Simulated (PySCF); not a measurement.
Does the answer move with the share of exact exchange?

Species: C₃H₅AlF₂.
SMILES: `C=C[CH2][Al]([F])[F]`

Torsions of this conformer, `[CH2:1]=[CH:2][CH2:3][Al:4]([F:5])[F:6]`: C1–C2–C3–Al4 9°, C2–C3–Al4–F5 133°.

PySCF, pcSseg-2 basis, density fitting, gas phase, PBE0-D3(BJ)/def2-SVP geometry. One functional is left out:

```tsv
functional	exact exchange (%)	HOMO energy (eV)	LUMO energy (eV)	dipole moment (D)
B97-D	0	-6.61	-1.27	2.419
BLYP	0	-6.54	-1.38	2.487
BP86	0	-6.78	-1.47	2.487
LDA	0	-6.88	-1.71	2.612
OPBE	0	-6.65	-1.16	2.395
PBE	0	-6.70	-1.43	2.499
B3LYP	20	-7.60	-0.88	2.531
B97-2	21	-7.55	-0.52	2.492
PBE0	25	-7.82	-0.55	2.543
BHandHLYP	50	-8.78	0.09	2.573
```

Predict the row of mPW1PW91 (25 % exact exchange) by straight lines through the other rows, and check it.

| property | line | computed | computed − line | PBE0 (25 %), for comparison |
| --- | --- | --- | --- | --- |
| HOMO energy (eV) | -7.76 | -7.83 | -0.07 | -7.82 |
| LUMO energy (eV) | -0.61 | -0.54 | +0.07 | -0.55 |
| dipole moment (D) | 2.528 | 2.532 | +0.004 | 2.543 |

Which of these properties follows the share of exact exchange most closely, and which least?

Most closely the HOMO energy, least the dipole moment; the correlations over the tabulated rows are HOMO energy -0.991, LUMO energy 0.955, dipole moment 0.471. The HOMO energy moves by -0.423 eV for every 10 %. Functionals with the same share still differ in their other parts: at 0 % BLYP and LDA differ by 0.34 eV in it.
